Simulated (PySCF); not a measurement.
(MeSi)4NH6 adamantane, C4H18N6Si4.
Bonds: Si1–C2, Si1–N3, Si1–N9, Si1–N13, N3–Si4, Si4–C5, Si4–N6, Si4–N14, N6–Si7, Si7–C8, Si7–N9, Si7–N10, N10–Si11, Si11–C12, Si11–N13, Si11–N14. Hydrogens: H15, H16, H17 on C2; H18 on N3; H19, H20, H21 on C5; H22 on N6; H23, H24, H25 on C8; H26 on N9; H27 on N10; H28, H29, H30 on C12; H31 on N13; H32 on N14.

Theory: PBE0-D3(BJ)/def2-SVP geometry optimisation, gas phase (PySCF 2.14.0).

(1) What internal coordinates does the optimisation give?

Answers

(1) 
```json
{"bond": "Si1–C2 and 3 like bonds", "length (Å)": "1.862"}
{"bond": "Si1–N3 and 8 like bonds", "length (Å)": "1.754"}
{"bond": "Si1–N9, N6–Si7", "length (Å)": "1.763"}
{"bond": "C2–H15 and 11 like bonds", "length (Å)": "1.101"}
{"bond": "N3–H18 and 5 like bonds", "length (Å)": "1.019"}
{"bond": "Si7–N10", "length (Å)": "1.770"}
```

Bonds in one row agree within 0.01 Å and their mean is given. A selection of angles:
```json
{"angle": "C2–Si1–N3", "degrees": "113.6"}
{"angle": "C2–Si1–N9", "degrees": "110.9"}
{"angle": "N3–Si1–N9", "degrees": "105.0"}
{"angle": "N9–Si1–N13", "degrees": "109.1"}
{"angle": "Si1–N3–Si4", "degrees": "115.4"}
{"angle": "N6–Si4–N14", "degrees": "108.2"}
{"angle": "Si4–N6–Si7", "degrees": "114.1"}
{"angle": "H18–N3–Si1", "degrees": "110.6"}
{"angle": "H18–N3–Si4", "degrees": "112.3"}
{"angle": "H22–N6–Si4", "degrees": "115.3"}
{"angle": "H22–N6–Si7", "degrees": "113.6"}
```

Torsions: C2–Si1–N3–Si4 180° (antiperiplanar); C2–Si1–N9–Si7 178° (antiperiplanar); C2–Si1–N13–Si11 -177° (antiperiplanar); Si1–N3–Si4–C5 179° (antiperiplanar); N3–Si4–N6–Si7 58° (synclinal); N3–Si4–N14–Si11 -57° (synclinal); Si4–N6–Si7–C8 177° (antiperiplanar); N6–Si7–N9–Si1 59° (synclinal); N6–Si7–N10–Si11 -55° (synclinal); Si7–N10–Si11–C12 179° (antiperiplanar); N10–Si11–N13–Si1 55° (synclinal); N10–Si11–N14–Si4 -56° (synclinal).

N3 (nitrogen bonded to 2 Si and H) is pyramidal (angles 115.4°, 112.3° and 110.6°, sum 338.2°, 0.39 Å off the plane of its three neighbours). The N–Si distances run from 1.749 Å (Si1–N3) to 1.770 Å (Si7–N10), a spread of 0.021 Å. Si1 (silicon bonded to C and 3 N) is distorted tetrahedral (angles from 105.0° to 113.6°). All 4 C–Si bonds measure 1.861 to 1.862 Å.

Stationary, but not proved a minimum. The numbers are those of one conformer.

Time: 8.2 min wall, 18 min CPU; peak memory 2.9 GiB. Hardware: Intel Xeon 6975P-C, 2 threads, no GPU (shared host). This is the geometry optimisation.
